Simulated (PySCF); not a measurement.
**C: excitation energy**

C [He] 2s2 2p2 (3P) → C [He] 2s2 2p1 3s1 (3P), as a difference of total energies. Computed with PySCF 2.14 in aug-cc-pCVTZ-DK with one added diffuse shell each of s, p, d, f type (8s7p5d3f, 75 functions), with scalar relativity by spin-free X2C-1e. Correlated levels: valence: 1s2 frozen; valence and next inner shell: nothing frozen. The calculations carry no spin-orbit coupling.

Question: Order these methods by the excitation energy they give, lowest first.
A. r2SCAN0
B. B2PLYP
C. BLYP
D. r2SCAN

Answer: B (7.614 eV), C (7.638 eV), A (7.879 eV), D (7.948 eV).

Errors of the correlated levels include the incompleteness of this basis and the frozen core.

For comparison: 7.482 eV (measured; NIST levels, between the centres of gravity of the two terms).
